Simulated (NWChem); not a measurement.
Everything below was run with NWChem. System: AlF$_{2}$ (+1), charge 1, spin multiplicity 1, at a geometry optimised with B3LYP/def2-SVP. The structure started from a generated list of species. Level: CR-EOMCCSD(T)/aug-cc-pVDZ, 7 core orbitals frozen.

Job file:

```
start mol
memory heap 100 mb stack 700 mb global 1900 mb
charge 1
geometry units angstroms nocenter noautoz
  Al     0.000000     0.000000     0.000000
  F      0.000000     0.000000    -1.609063
  F      0.000000     0.000000     1.609063
  symmetry group D2h
end
basis spherical
  * library aug-cc-pvdz
end
scf
  rhf
  nopen 0
  maxiter 100
  thresh 1e-7
  semidirect memsize 60000000 filesize 0
end
tce
  freeze core 7
  creomsd(t)
  nroots 1
  2eorb
  2emet 13
  thresh 1e-5
  maxiter 200
  tilesize 24
end
task tce energy
```

Part of the output:

```
             Northwest Computational Chemistry Package (NWChem) 7.3.0
             --------------------------------------------------------

                                NWChem Input Module
                                -------------------

 Scaling coordinates for geometry "geometry" by  1.889725989
 (inverse scale =  0.529177249)

 Turning off AUTOSYM since
 SYMMETRY directive was detected!

                             Geometry "geometry" -> ""
                             -------------------------

 Output coordinates in angstroms (scale by  1.889725989 to convert to a.u.)

  No.       Tag          Charge          X              Y              Z
 ---- ---------------- ---------- -------------- -------------- --------------
    1 Al                  13.0000     0.00000000     0.00000000     0.00000000
    2 F                    9.0000     0.00000000     0.00000000    -1.60906300
    3 F                    9.0000     0.00000000     0.00000000     1.60906300

 Effective nuclear repulsion energy (a.u.)      90.2756168344

            Nuclear Dipole moment (a.u.)
            ----------------------------
        X                 Y               Z
 ---------------- ---------------- ----------------
     0.0000000000     0.0000000000     0.0000000000

      Symmetry information
      --------------------

 Group name             D2h
 Group number             26
 Group order               8
 No. of unique centers     2

      Symmetry unique atoms

     1    2


 Summary of "ao basis" -> "" (spherical)
 ------------------------------------------------------------------------------
       Tag                 Description            Shells   Functions and Types
 ---------------- ------------------------------  ------  ---------------------
 *                        aug-cc-pvdz                 on all atoms

 Summary of "ao basis" -> "ao basis" (spherical)
 ------------------------------------------------------------------------------
       Tag                 Description            Shells   Functions and Types
 ---------------- ------------------------------  ------  ---------------------
 Al                       aug-cc-pvdz               11       27   5s4p2d
 F                        aug-cc-pvdz                9       23   4s3p2d

                                 NWChem SCF Module
                                 -----------------

  ao basis        = "ao basis"
  functions       =    73
  atoms           =     3
  closed shells   =    15
  open shells     =     0
  charge          =   1.00
  wavefunction    = RHF
  use symmetry    = T
  symmetry adapt  = T

 Summary of "ao basis" -> "ao basis" (spherical)
 ------------------------------------------------------------------------------
       Tag                 Description            Shells   Functions and Types
 ---------------- ------------------------------  ------  ---------------------
 Al                       aug-cc-pvdz               11       27   5s4p2d
 F                        aug-cc-pvdz                9       23   4s3p2d

      Symmetry analysis of basis
      --------------------------

        ag         20
        au          2
        b1g         4
        b1u        15
        b2g         7
        b2u         9
        b3g         7
        b3u         9

 Forming initial guess at       0.1s

      Superposition of Atomic Density Guess
      -------------------------------------

 Sum of atomic energies:        -440.65200109

 Renormalizing density from      31.00 to     30
[...]
corresponding R0 value =     0.000000

CR-EOMCCSD(T) Intermediates cpu wall time             5.4            5.4
 creom_N i2_1 nr of boxes                   558
 creom_N i2_2 nr of boxes                   984
 creom_N i2_3 nr of boxes                   558
 creom_N i2_4 nr of boxes                   984

CR-EOMCCSD(T) triples loop cpu wall             2.1            2.1

 CR-EOMCCSD(T)  total energy / hartree       =      -440.780421142302259
 CR-EOMCCSD(T)  excitation energy (eV)       =      8.38044

 =========================================
 Excited-state calculation ( b3g symmetry)
 =========================================
 Dim. of EOMCC iter. space      500

 EOMCCSD SOLVER TYPE  1
  maxdiff =   0.64625301665535984

 No. of initial right vectors    1

 EOM-CCSD right-hand side iterations
 --------------------------------------------------------------
      Residuum       Omega / hartree  Omega / eV    Cpu    Wall
 --------------------------------------------------------------

 Iteration   1 using    1 trial vectors
   0.8033162740467   0.4702973262432   12.79745     2.7     2.7

 Iteration   2 using    2 trial vectors
   0.1483805333723   0.3007385835276    8.18352     1.8     1.8

 Iteration   3 using    3 trial vectors
   0.0616759234671   0.2935752818681    7.98859     1.8     1.8

 Iteration   4 using    4 trial vectors
   0.0282345377096   0.2914627128662    7.93111     1.8     1.8

 Iteration   5 using    5 trial vectors
   0.0112705842637   0.2904398086716    7.90327     2.0     2.0

 Iteration   6 using    6 trial vectors
   0.0037177406352   0.2902508033541    7.89813     2.4     2.4

 Iteration   7 using    7 trial vectors
   0.0018317227508   0.2902096058905    7.89701     1.9     1.9

 Iteration   8 using    8 trial vectors
   0.0012110949862   0.2902183103032    7.89725     1.8     1.8

 Iteration   9 using    9 trial vectors
   0.0007119975104   0.2902254565910    7.89744     1.9     1.9

 Iteration  10 using   10 trial vectors
   0.0002626480675   0.2902246677173    7.89742     1.8     1.8

 Iteration  11 using   11 trial vectors
   0.0000901962478   0.2902255794767    7.89744     1.9     1.9

 Iteration  12 using   12 trial vectors
   0.0000293053610   0.2902250931449    7.89743     1.8     1.8

 Iteration  13 using   13 trial vectors
   0.0000104007186   0.2902249256889    7.89743     1.9     1.9

 Iteration  14 using   14 trial vectors
   0.0000038201318   0.2902249248024    7.89743     1.8     1.8
 --------------------------------------------------------------
 Iterations converged
 ------------------

 Excited state root  1
 Excitation energy / hartree =        0.290224924802418
                   / eV      =        7.897425386891322
 largest EOMCCSD amplitudes: R1 and R2

 Singles contributions
    16ag  (alpha) ---    15b3g (alpha)       -0.9140452398
    20ag  (alpha) ---    15b3g (alpha)       -0.1288103333

 Doubles contributions
======= CR-EOMCCSD(T) calculation ======
corresponding R0 value =     0.000000

CR-EOMCCSD(T) Intermediates cpu wall time             5.3            5.3
 creom_N i2_1 nr of boxes                   558
 creom_N i2_2 nr of boxes                   984
 creom_N i2_3 nr of boxes                   558
 creom_N i2_4 nr of boxes                   984

CR-EOMCCSD(T) triples loop cpu wall             2.0            2.0

 CR-EOMCCSD(T)  total energy / hartree       =      -440.797698972713647
 CR-EOMCCSD(T)  excitation energy (eV)       =      7.91028

 =========================================
 Excited-state calculation ( b3u symmetry)
 =========================================
 Dim. of EOMCC iter. space      500

 EOMCCSD SOLVER TYPE  1
  maxdiff =   0.65390166980966080

 No. of initial right vectors    1

 EOM-CCSD right-hand side iterations
 --------------------------------------------------------------
      Residuum       Omega / hartree  Omega / eV    Cpu    Wall
 --------------------------------------------------------------

 Iteration   1 using    1 trial vectors
   0.7920290508231   0.4808645003022   13.08499     2.6     2.6

 Iteration   2 using    2 trial vectors
   0.1454060185546   0.3167366930083    8.61885     1.8     1.8

 Iteration   3 using    3 trial vectors
   0.0606168800335   0.3100276578537    8.43629     1.8     1.8

 Iteration   4 using    4 trial vectors
   0.0289600241307   0.3079779234653    8.38051     1.9     1.9

 Iteration   5 using    5 trial vectors
   0.0113919820937   0.3069609552342    8.35284     1.8     1.8

 Iteration   6 using    6 trial vectors
   0.0035451299505   0.3067687139656    8.34760     1.8     1.8

 Iteration   7 using    7 trial vectors
   0.0014115454314   0.3067304045154    8.34656     1.9     1.9

 Iteration   8 using    8 trial vectors
   0.0007276552879   0.3067301106146    8.34655     1.9     1.9

 Iteration   9 using    9 trial vectors
   0.0004102416417   0.3067319672361    8.34661     1.8     1.8

 Iteration  10 using   10 trial vectors
   0.0001874812642   0.3067317506327    8.34660     1.8     1.8

 Iteration  11 using   11 trial vectors
   0.0000843663634   0.3067328441252    8.34663     1.8     1.8

 Iteration  12 using   12 trial vectors
   0.0000339166246   0.3067325054255    8.34662     1.8     1.8

 Iteration  13 using   13 trial vectors
   0.0000151075178   0.3067323208497    8.34661     1.8     1.8

 Iteration  14 using   14 trial vectors
   0.0000070538249   0.3067323548878    8.34662     1.8     1.8
 --------------------------------------------------------------
 Iterations converged
 ------------------

 Excited state root  1
 Excitation energy / hartree =        0.306732354887836
                   / eV      =        8.346615605538679
 largest EOMCCSD amplitudes: R1 and R2

 Singles contributions
    16ag  (alpha) ---    12b3u (alpha)       -0.9158563157
    20ag  (alpha) ---    12b3u (alpha)       -0.1274886093

 Doubles contributions
======= CR-EOMCCSD(T) calculation ======
corresponding R0 value =     0.000000

CR-EOMCCSD(T) Intermediates cpu wall time             5.3            5.3
 creom_N i2_1 nr of boxes                   558
 creom_N i2_2 nr of boxes                   984
 creom_N i2_3 nr of boxes                   558
 creom_N i2_4 nr of boxes                   984

CR-EOMCCSD(T) triples loop cpu wall             2.1            2.1

 CR-EOMCCSD(T)  total energy / hartree       =      -440.780421142302259
 CR-EOMCCSD(T)  excitation energy (eV)       =      8.38044

 Task  times  cpu:      320.3s     wall:      320.3s

 Total times  cpu:      320.3s     wall:      320.3s
```
